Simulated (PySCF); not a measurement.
## KSb⁺: input and log

State: ⁴Σ⁻ (quartet), unpaired electrons σ ↑, π ↑↑.

An equivalent input (the run itself took its basis sets from the Basis Set Exchange, started from a PBE0 density and held the occupation σ 10α 9β, πx 5α 4β, πy 5α 4β, δx 1α 1β, δy 1α 1β):

```python
from pyscf import gto, scf, cc
mol = gto.M(atom='K 0 0 0; Sb 0 0 3.844', basis={'K': 'def2-SVPD', 'Sb': 'def2-SVPD'}, ecp={'Sb': 'def2-SVPD'},
            charge=1, spin=3, verbose=4, symmetry='C2v')
mf = scf.UHF(mol)
mf.irrep_nelec = {'A1': (11, 10), 'A2': (1, 1), 'B1': (5, 4), 'B2': (5, 4)}
mf.conv_tol = 1e-9
mf.max_cycle = 60
mf.diis_space = 10
mf.kernel()
mycc = cc.CCSD(mf, frozen=[[0, 1, 2, 3, 4, 5, 6, 7, 8, 58], [0, 1, 2, 3, 4, 5, 6, 7, 8, 58]])
mycc.run(conv_tol=1e-7, conv_tol_normt=1e-5, max_cycle=80, diis_space=8)
et = mycc.ccsd_t()
```

The SCF ended at -838.20978766 hartree. The coupled-cluster part of the log:

```
******** <class 'pyscf.cc.uccsd.UCCSD'> ********
CC2 = 0
CCSD nocc = (13, 10), nmo = (49, 49)
frozen orbitals [[0, 1, 2, 3, 4, 5, 6, 7, 8, 58], [0, 1, 2, 3, 4, 5, 6, 7, 8, 58]]
max_cycle = 80
direct = 0
conv_tol = 1e-07
conv_tol_normt = 1e-05
diis_space = 8
diis_start_cycle = 0
diis_start_energy_diff = 1e+09
Init t2, MP2 energy = -0.112344672836835
Init E_corr(UCCSD) = -0.112344672839827
cycle = 1  E_corr(UCCSD) = -0.12575521504802  dE = -0.0134105422  norm(t1,t2) = 0.043718
cycle = 2  E_corr(UCCSD) = -0.128468485556657  dE = -0.00271327051  norm(t1,t2) = 0.011711
cycle = 3  E_corr(UCCSD) = -0.129340783343339  dE = -0.000872297787  norm(t1,t2) = 0.00425933
cycle = 4  E_corr(UCCSD) = -0.129327106399843  dE = 1.36769435e-05  norm(t1,t2) = 0.000877102
cycle = 5  E_corr(UCCSD) = -0.129319407206438  dE = 7.69919341e-06  norm(t1,t2) = 0.000279836
cycle = 6  E_corr(UCCSD) = -0.129322472622837  dE = -3.0654164e-06  norm(t1,t2) = 9.82767e-05
cycle = 7  E_corr(UCCSD) = -0.129322480038054  dE = -7.415217e-09  norm(t1,t2) = 2.42436e-05
cycle = 8  E_corr(UCCSD) = -0.129322363650533  dE = 1.16387522e-07  norm(t1,t2) = 7.13424e-06
cycle = 9  E_corr(UCCSD) = -0.1293224000652  dE = -3.64146669e-08  norm(t1,t2) = 1.72998e-06
UCCSD converged
E(UCCSD) = -838.3391100561807  E_corr = -0.1293224000651996
UCCSD(T) correction = -0.00192216397989637
```

T1 diagnostic 0.003, D1 0.010, 23 electrons correlated, 1 of the virtual orbitals (those above 20 hartree) left out.

A point of this curve took 18 CPU seconds beside 0.2 for the integrals, on Arm Neoverse V1 (shared host).

Correlated steps freeze 9 core orbitals. Spin–orbit coupling is left out. The state is the lowest determinant that a PBE0 search found; another state may lie lower at other levels.
